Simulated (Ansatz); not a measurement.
This geometry of C₂H₈BClGe (13 atoms, charge 0, multiplicity 1) is a first-order saddle point.

Theory: RKS revPBE-D4/def2-SVP in Ansatz.

```xyz
13
Properties=species:S:1:pos:R:3
B -1.510 -0.147 -0.518
C -0.035 -0.532 -0.290
C 0.408 -1.295 0.978
Ge 0.623 1.388 -0.255
Cl 1.054 2.000 -2.311
H -2.301 -0.150 0.411
H -1.873 0.267 -1.605
H 0.488 -0.857 -1.213
H -0.463 -1.745 1.495
H 1.110 -2.112 0.720
H 0.930 -0.662 1.728
H -0.368 2.423 0.341
H 1.959 1.387 0.534
```

Q: Which two structures does it join? (They come from a converged band through this point; their orientation in space is the band's.)

A: No bond is made or broken. The dihedral Ge4–C2–C3–H11 goes from -56 to 66°. The two ends are copies of one structure, up to a mirror image or an exchange of like atoms.

Initial state:

```xyz
13
Properties=species:S:1:pos:R:3
B -1.471 -0.238 -0.577
C 0.018 -0.537 -0.317
C 0.469 -1.283 0.947
Ge 0.516 1.431 -0.184
Cl 1.120 2.102 -2.177
H -2.273 -0.257 0.342
H -1.839 0.133 -1.678
H 0.602 -0.809 -1.221
H -0.085 -0.938 1.844
H 0.260 -2.368 0.838
H 1.555 -1.176 1.152
H -0.606 2.388 0.296
H 1.753 1.517 0.749
```

Final state:

```xyz
13
Properties=species:S:1:pos:R:3
B -1.520 -0.140 -0.476
C -0.042 -0.543 -0.303
C 0.435 -1.293 0.949
Ge 0.606 1.384 -0.254
Cl 1.133 1.963 -2.297
H -2.259 -0.080 0.493
H -1.931 0.230 -1.561
H 0.460 -0.878 -1.235
H 0.139 -2.361 0.882
H 1.537 -1.265 1.080
H -0.030 -0.888 1.871
H -0.410 2.435 0.267
H 1.903 1.400 0.599
```

Q: How far does it lie above each of them?

A: 0.095 eV above the first and 0.095 eV above the second. This is the barrier of this one path; another mechanism may lie lower.

Time of the run: 7.1 min on 2 threads of Arm Neoverse V2, on a shared host, peak memory 0.19 GiB.
